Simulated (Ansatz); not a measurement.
Cartesian coordinates in Å:
```
N -0.812 -1.262 0.158
Zr 0.612 0.163 -0.033
O -0.309 1.831 -0.193
F 1.780 0.101 1.485
F 1.706 -0.233 -1.556
H -1.809 -1.098 0.167
H -0.644 -2.254 0.260
H -0.524 2.754 -0.288
```

Charge 0, multiplicity 1. Zr: def2 effective core potential.

Task: List the r2SCAN/def2-TZVPP orbital energies in eV (the Gaussian-basis code of Ansatz). (Estimate.)

Result: The calculation gave: Occupied: -665.27, -665.27, -516.00, -384.75, -56.95, -34.45, -34.39, -33.85, -29.08, -28.71, -25.53, -21.49, -13.08, -12.29, -10.62, -10.50, -10.11, -10.07, -9.97, -9.53, -9.38, -8.57, -8.49, -6.60. Lowest empty: -1.14, -0.63, -0.41, -0.26, 0.16, 0.62, 0.63, 1.08.
